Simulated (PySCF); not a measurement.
AlCl₃, singlet, at a GFN2-xTB geometry (such geometries of metal compounds can be far from the true shape). Base run: PBE0/STO-3G (PySCF).

PySCF was given this input:
```python
from pyscf import gto, scf, dft

mol = gto.M(
    atom='''
Al    0.00007163   -0.00003268   -0.01168397
Cl    0.01172470    2.02980854   -0.00262734
Cl    1.75194248   -1.02503148    0.01658624
Cl   -1.76372195   -1.00475207   -0.00502410
''',
    basis='sto-3g',
    verbose=4,
    symmetry=True,
)

mf = dft.RKS(mol)
mf.xc = 'pbe0'
mf.kernel()
mf.analyze()
```

Each row names what was changed in the base input (with any setting that the change needs).

```csv
change,ΔE vs base (eV),point group used,SCF cycles
base,0.00,Cs,7
irrep_nelec = A':38 A":26,34.39,Cs,17
symmetry = off,0.00,C1,7
irrep_nelec = A':42 A":22,18.37,Cs,8
```
